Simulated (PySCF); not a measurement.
**Spin-rotation constants: `CC[C@@H]1CC[P@@H]1=O`, C5H11OP**

Molfile (atoms numbered from 1):
```
C5H11OP
     RDKit          3D

 18 18  0  0  0  0  0  0  0  0999 V2000
    2.2596    0.5697   -0.4068 C   0  0  0  0  0  0  0  0  0  0  0  0
    0.9844   -0.1348   -0.8486 C   0  0  0  0  0  0  0  0  0  0  0  0
    0.1518   -0.5423    0.3586 C   0  0  2  0  0  0  0  0  0  0  0  0
   -1.1956   -1.2121    0.0036 C   0  0  0  0  0  0  0  0  0  0  0  0
   -2.0923    0.0404    0.0659 C   0  0  0  0  0  0  0  0  0  0  0  0
   -0.7865    0.9188    1.0260 P   0  0  2  0  0  5  0  0  0  0  0  0
   -0.4378    2.3154    0.7688 O   0  0  0  0  0  0  0  0  0  0  0  0
    2.8806   -0.0966    0.1892 H   0  0  0  0  0  0  0  0  0  0  0  0
    2.0061    1.4400    0.1943 H   0  0  0  0  0  0  0  0  0  0  0  0
    2.8348    0.8995   -1.2685 H   0  0  0  0  0  0  0  0  0  0  0  0
    0.3987    0.5455   -1.4728 H   0  0  0  0  0  0  0  0  0  0  0  0
    1.2286   -1.0182   -1.4459 H   0  0  0  0  0  0  0  0  0  0  0  0
    0.7637   -1.1153    1.0566 H   0  0  0  0  0  0  0  0  0  0  0  0
   -1.1959   -1.7129   -0.9636 H   0  0  0  0  0  0  0  0  0  0  0  0
   -1.4824   -1.9343    0.7663 H   0  0  0  0  0  0  0  0  0  0  0  0
   -2.2086    0.5149   -0.9095 H   0  0  0  0  0  0  0  0  0  0  0  0
   -3.0762   -0.1000    0.5067 H   0  0  0  0  0  0  0  0  0  0  0  0
   -1.0417    0.6286    2.3680 H   0  0  0  0  0  0  0  0  0  0  0  0
  1  2  1  0
  2  3  1  0
  3  4  1  0
  4  5  1  0
  5  6  1  0
  6  7  2  0
  6  3  1  0
  1  8  1  0
  1  9  1  0
  1 10  1  0
  2 11  1  0
  2 12  1  0
  3 13  1  1
  4 14  1  0
  4 15  1  0
  5 16  1  0
  5 17  1  0
  6 18  1  1
M  END
```

Theory: GIAO B97-2/pcSseg-1 magnetisability, rotational g tensor and spin-rotation constants, non-relativistic, gas phase in PySCF. Geometry: GFN2-xTB.

Give the nuclear spin-rotation constants along the inertial axes (H = +C I·J) beside the isotropic shieldings.

Rotational constants 2.9011, 2.0700, 1.3915 GHz. A star marks the isotopologue with that one atom substituted, in its own axes.
```tsv
atom	isotope	Caa (kHz)	Cbb (kHz)	Ccc (kHz)	mean (kHz)	σ (ppm)
P6	31P	4.902	2.727	2.319	3.316	328.9
H8	1H	-0.245	-0.222	-0.015	-0.161	31.0
H9	1H	-0.211	-0.006	-0.151	-0.123	30.1
H10	1H	-0.097	-0.230	-0.071	-0.133	30.6
H11	1H	-0.241	-0.223	0.017	-0.149	29.6
H12	1H	-0.225	-0.006	-0.154	-0.128	30.2
H13	1H	-0.276	-0.230	0.035	-0.157	29.4
H14	1H	-0.296	-0.065	-0.090	-0.150	30.4
H15	1H	-0.270	-0.150	-0.040	-0.153	30.2
H16	1H	-0.338	-0.239	0.073	-0.168	29.1
H17	1H	0.120	-0.232	-0.156	-0.089	29.3
H18	1H	-0.142	-0.178	0.057	-0.088	24.3
C1	13C*	0.406	0.290	0.195	0.297	169.5
C2	13C*	0.462	0.296	0.232	0.330	159.0
C3	13C*	0.584	0.337	0.327	0.416	130.9
C4	13C*	0.341	0.348	0.194	0.294	168.3
C5	13C*	0.562	0.247	0.278	0.362	149.3
O7	17O*	-0.230	-0.415	-0.232	-0.293	216.0
```
For the geometry as given, no vibrational averaging.

How do the rotational constants and the g tensor change when H8, H9, H10, H11, H12, H13, H14, H15, H16, H17, H18 are replaced by deuterium?

Constants 2.4633, 1.6755, 1.1859 GHz; g -0.0229, -0.0055, -0.0141, against -0.0268, -0.0066, -0.0164 before.
